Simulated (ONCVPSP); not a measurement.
## fluorine: one change to an ONCV potential, before and after

```json
{"Element": "fluorine", "Generator": "ONCVPSP 4.0.1", "Type": "optimised norm-conserving Vanderbilt (ONCV)", "Functional": "PBE", "Relativity": "non-relativistic", "Frozen core": "[He]", "Valence charge": "7", "Reference configuration": "2s2 2p4 (charge +1)", "Partial waves": "2s: rc 0.85 bohr, ncon 5, nbas 9, qcut 7.9 1/bohr, 3 projectors, debl 1.9 Ha; 2p: rc 1.40 bohr, ncon 3, nbas 6, qcut 12.1 1/bohr, 2 projectors, debl 4 Ha", "Local potential": "polynomial inside 0.75 bohr (lpopt 1, dvloc0 2 Ha)", "Core correction": "none"}
```

All-electron outer shells of the reference configuration (PBE, non-relativistic, ld1.x):

```tsv
shell	level (eV)	outermost node (bohr)	outermost maximum (bohr)
1s	-683.39	–	0.11
2s	-47.30	0.24	0.75
2p	-28.32	–	0.68
```

Change: s: rc 1.18.

Cutoffs: the cutoffs (Ha) at which the residual kinetic energy of the hardest occupied pseudo-wave falls to 1 and 0.1 mHa per electron; they do not see the model core or the augmentation charge, which bear on the density cutoff. Errors are all-electron minus pseudo energies relative to the spin-unpolarised reference configuration.

Question: How do hardness, ghosts and transferability respond?

Answer: The potential gets softer (216 Ha and 299 Ha → 39 Ha and 87 Ha); the bound ghost in s disappears; of the 4 tests that both files solve, the error grows in 1 and shrinks in 0 by more than 15 % and 0.3 meV (median size 105.3 → 130.9 meV). A larger radius leaves more room for a smooth pseudo-wave, so fewer plane waves are needed.

```tsv
quantity	base	changed
cutoff, loose	216 Ha	39 Ha
cutoff, tight	299 Ha	87 Ha
loose cutoff by channel	s 216 Ha, p 39 Ha	s 27 Ha, p 39 Ha
bound ghosts	s	none
GHOST(+) flags under 300 eV	none	none
error for 2s2 2p5, meV [ΔE -19.40 eV]	+27	+30
error for 2s2 2p3, meV [ΔE 38.39 eV]	+86	+94
error for 2s2 2p2, meV [ΔE 99.04 eV]	+533	+577
error for 2s1 2p6, meV [ΔE -0.68 eV]	+124	+168
p: phases at 1.42 bohr within 0.05 rad from the reference energy up to (Ha; the scan ends near 5)	to the end of the scan	to the end of the scan
```

 A true bound ghost makes a file unfit for plane-wave use even where its test errors are small: the radial tests pick states by their node count and pass the ghost by.
